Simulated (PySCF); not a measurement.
**Working out the ionisation energy of Sc**

Sc [Ar] 3d1 4s2 (2D) → Sc⁺ [Ar] 3d1 4s1 (3D). All numbers are calculated (PySCF 2.14, no relativity, point nucleus, in def2-QZVPPD (11s6p5d3f2g, 93 functions)). Frozen: [Ne]. Energies in hartree (1 hartree = 27.21139 eV):

```csv
part,Sc (lower),Sc⁺ (upper)
UHF,-759.740132,-759.543143
CCSD correlation,-0.302005,-0.263741
(T),-0.010425,-0.006773
```

Question: What does Hartree-Fock give?

Answer: (-759.543143) − (-759.740132) = 0.196989 hartree = 5.360 eV.

Question: What do CCSD and CCSD(T) give?

Answer: The CCSD correlation energies differ by 0.038264 hartree = 1.041 eV and the triples by 0.003652 hartree = 0.099 eV, so CCSD gives 6.401 eV and CCSD(T) 6.500 eV.

Measured between the centres of the two terms (NIST): 6.562 eV, so CCSD(T) (valence and next inner shell) is off by -0.062 eV.

The calculation is non-relativistic.

What remains against the reference includes basis incompleteness, the frozen core and higher excitations.
